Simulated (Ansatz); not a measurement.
## One step, several reactants

1,1-elimination: in every member these bonds form or tighten: H–S; these break or loosen: H–Si, S–Si. Only the spectator groups change.

Gas-phase electronic energies, without zero-point energy, by CCSD(T) at an estimated basis limit (MP2 extrapolated from triple and quadruple zeta, plus CCSD(T) − MP2 in triple zeta); Ansatz 0.2.0, def2-TZVPP and QZVPP, frozen cores, on PBE0-D4/def2-TZVP structures. Extrapolation: Hartree–Fock as exp(−7.88 √X), correlation as X^−2.97. All energies, in eV, count from the reactant; the end structure is reached by relaxing down from the saddle. Brackets give SMILES, or, where every atom is bracketed, only which atoms are joined. Steps whose reference was doubtful or whose search ended elsewhere are left out.

| reactants | products | saddle | end structure | saddle by PBE0-D4/TZ |
| --- | --- | --- | --- | --- |
| SiH₂SF₂ ([F][SiH]([F])[SH]) | SiF₂ + H₂S | 3.109 | 1.946 | 2.917 |
| SiH₄S ([SiH3][SH]) | SiH₂ + H₂S, still joined by a dative S–Si bond | 2.876 | 2.297 | 2.695 |
| SiH₄SO₂ ([OH][SiH]([OH])[SH]) | SiH₂O₂ ([OH][Si][OH]) + H₂S | ? | 1.982 | 2.834 |
| CH₆SSi ([CH3][SiH2][SH]) | CH₄Si ([CH3][SiH]) + H₂S, still joined by a dative S–Si bond | 2.977 | 2.524 | 2.806 |
| Si₂H₆S ([SiH3][SiH2][SH]) | Si₂H₄ ([SiH][SiH3]) + H₂S, still joined by a dative S–Si bond | 2.718 | 2.161 | 2.552 |
| SiN₂H₆S ([NH2][SiH]([NH2])[SH]) | SiN₂H₄ ([NH2][Si][NH2]) + H₂S | 2.913 | 1.884 | 2.732 |

Problem. Fit a straight line of the saddle against the PBE0-D4 saddle to the 5 complete rows, and use it to predict the missing value.

Solution. Means: x̄ = 2.740, ȳ = 2.919. Σ(x − x̄)(y − ȳ) = 0.07723 and Σ(x − x̄)² = 0.07312, so the slope is 1.056 (correlation 1.00). For x = 2.834: y = 2.919 + 1.056 × (2.834 − (2.740)) = 3.018 eV. The calculation gives 3.012 eV, so the line misses by 0.006 eV.

Problem. With the table complete, does the saddle's height follow the energy of the end structure?

Solution. Hardly: the correlation over these 6 members is only -0.23.

Problem. How do the PBE0-D4 saddles lie against the coupled-cluster estimate?

Solution. All lower, by 0.165 to 0.192 eV.

Losses and insertions of silylenes and their heavier kin drive the gas-phase chemistry of silicon and germanium vapour deposition.

No T1 diagnostic of these runs exceeds 0.017. The restricted Hartree–Fock reference is unstable towards an unrestricted one at one or more of these structures.

For scale, one of the runs: CCSD(T)/def2-TZVPP, 230 basis functions, launched by `ansatz run in.yaml --threads 4 --pin off --events-out ev --progress --plain --max-ram 9574MiB`. The run took 110 s on 4 CPU threads of an Arm Neoverse N1 (shared host), with 3.8 GiB of host memory at its peak.
